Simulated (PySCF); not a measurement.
## Dipole moment and polarisability of `C#C[SiH]1OC=CO1`

C4H4O2Si.
Atom-mapped SMILES: `[CH:1]#[C:2][SiH:3]1[O:4][CH:5]=[CH:6][O:7]1` (hydrogens: H8 on C1; H9 on Si3; H10 on C5; H11 on C6)

Structure used (GFN2-xTB), in Å, numbered top down from 1:
```
atom  x, y, z in Å
C1     3.0166   -0.2128   -0.4864
C2     1.9332   -0.3582    0.0129
Si3    0.2722   -0.5924    0.7894
O4    -0.8892   -0.9788   -0.3322
C5    -1.8126    0.0276   -0.3851
C6    -1.5639    1.0273    0.4495
O7    -0.4336    0.8537    1.1982
H8     3.9640   -0.0817   -0.9251
H9     0.2560   -1.5205    1.9066
H10   -2.6203   -0.0931   -1.0798
H11   -2.1170    1.9316    0.6109
```

Level: B3LYP/def2-SVPD (PySCF), static field, nuclei fixed, core orbitals frozen in the response. The polarisability tensor in these axes (au):

```
x   88.19 -2.98 -4.31
y   -2.98 61.42  1.40
z   -4.31  1.40 61.48
```

**Question.** What are the eigenvalues, a third of the trace, and Δα (Δα² = ½Σ(αi − αj)² over the three pairs)?

**Answer.** Principal values 60.01, 61.85 and 89.23 au; mean 70.36 au = 10.43 Å³ = 11.60 × 10⁻⁴⁰ C²·m²/J; Δα = 28.35 au (40 % of the mean).

**Question.** What is the dipole moment, and where does it point?

**Answer.** (0.75, 0.07, -0.30) D, 0.81 D in size, pointing from the negative to the positive side. Measured along this direction, the outermost atoms are H11 and H10 at the negative end and H8 at the positive end.

**Question.** Sum over states: ᾱ = Σ f/ω², ω in Eh. What share falls to these 8 lowest TDDFT singlets (eV, f)? 4.12, 0.0004; 4.60, 0.0032; 5.81, 0.0140; 5.90, 0.0006; 6.20, 0.0035; 6.25, 0.0653; 6.35, 0.0082; 6.36, 0.0092.

**Answer.** They add up to 2.07 au, 2.9 % of the 70.36 au; the largest single term is 1.24 au, from the state at 6.25 eV. Terms in order: 0.02, 0.11, 0.31, 0.01, 0.07, 1.24, 0.15, 0.17 au. Higher excitations give the rest. The strengths listed sum to 0.104.

**Question.** Along which axes do the principal values lie, and how far do the nuclei extend along each?

**Answer.** Largest value along (0.98, -0.11, -0.16), where the nuclei span 6.44 Å; middle along (0.19, 0.75, 0.63), 2.69 Å; least along (0.05, -0.65, 0.76), 3.34 Å. The strongest response lies along the longest span, while the other two are in reverse order.

**Question.** Find the Langevin capture rate constant for NH4+ (18.034 u) meeting this molecule (111.998 u), k = 2.342 × 10⁻⁹ cm³/s × √(α in Å³ / reduced mass in u).

**Answer.** The reduced mass is 15.53 u, so k = 1.92 × 10⁻⁹ cm³/s. The formula leaves out the permanent dipole, which adds to the capture rate.

**Question.** Give the eigenvalues of the traceless quadrupole moment Θ = ½Σq(3rr − r²1), origin at the centre of nuclear charge.

**Answer.** -8.78, -2.22, 11.00 D·Å. The values depend on the origin, since the dipole doesn't vanish. The electronic extent ⟨r²⟩ about the same centre is 830 bohr², a root-mean-square distance of 2.00 Å for the 58 electrons.

Geometry: GFN2-xTB; no solvent, vibrations or thermal averaging.
